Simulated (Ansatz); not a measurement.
The same path of Cl2Zn + FH (5 atoms, charge 0, multiplicity 1) was run twice with different band settings. Lost on the way: F4–H5. Made: Cl2–H5.

The calculation used RHF/def2-SVP in Ansatz.

Relaxed end points:

```xyz
5
Properties=species:S:1:pos:R:3
Zn 0.043 0.000 0.099
Cl 0.502 0.000 2.230
Cl 0.254 0.000 -2.031
F -2.121 0.000 0.773
H -1.992 0.000 1.678
```

```xyz
5
Properties=species:S:1:pos:R:3
Zn -0.739 0.001 -0.385
Cl 0.119 0.000 2.268
Cl 0.735 0.000 -1.930
F -2.264 0.000 0.537
H -1.166 0.000 2.258
```

Common settings: spring 5.0 eV/Å²; optimiser quadratic models (default); start path through a guess of the saddle point; force threshold 0.05 eV/Å; iteration limit 60; end points relaxed.

| run | movable images | climbing image |
| --- | --- | --- |
| 1 | 9 | yes |
| 2 | 1 | no |

Problem. What does each run give, and how far can it be trusted?

Solution. Run 1: converged after 7 iterations, highest image 0.987 eV above the first end. A vibrational analysis at the climbing image gives one clearly imaginary mode, 820i cm⁻¹: a first-order saddle point.
Run 2: converged after 7 iterations, highest image 0.818 eV above the first end. The highest image is an end point: on this band no image between the ends rises above it. So few images can step over the top or miss a turn of the path.
The orbitals stay closed-shell, which can raise the energy where a bond breaks towards radicals; this wasn't checked here.
